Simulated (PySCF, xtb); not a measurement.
C3H9ClOSi. Atoms are numbered in the order given.

```xyz
15

C      2.8448    -1.0623    -0.4598
O      1.4739    -0.7646    -0.4578
C      0.9641    -0.4277     0.8124
Si    -0.8674     0.0040     0.6093
C     -1.7182    -1.2939    -0.4292
Cl    -1.0186     1.8586    -0.3421
H      3.4531    -0.2012    -0.1164
H      3.1351    -1.3102    -1.4912
H      3.0793    -1.9272     0.1939
H      1.5141     0.4251     1.2636
H      1.0636    -1.2752     1.5283
H     -1.4788     0.1516     1.9599
H     -2.7533    -1.0096    -0.6711
H     -1.1541    -1.4279    -1.3647
H     -1.7340    -2.2580     0.1057
```

Coordinates come from a B3LYP-D3(BJ)/def2-SVP optimisation. The structure was generated by enumeration; whether it is a known compound was not checked. The values are those of a single conformer.

Level of theory: IEF-PCM-PBE0/def2-SVP (PySCF 2.14.0).

The values are the electrostatic part of the solvation free energy, E(continuum) − E(gas) at the gas-phase geometry, in a cavity of scaled van der Waals radii (PySCF's table); cavitation and dispersion terms are not included. In vacuum the orbital gap is 8.75 eV. The dipole moment in vacuum is 2.56 D.

```
solvent            ε  ΔG(elec) (kcal/mol)  dipole (D)  gap (eV)
-------------  -----  -------------------  ----------  --------
water          78.36                 -3.7        3.31      8.66
cyclohexanone  15.62                 -3.4        3.24      8.66
diethylether    4.24                 -2.5        3.05      8.68
```

For comparison, GFN2-xTB/ALPB(water) (xtb, at the GFN2-xTB geometry, all terms of that model) gives -2.3 kcal/mol.
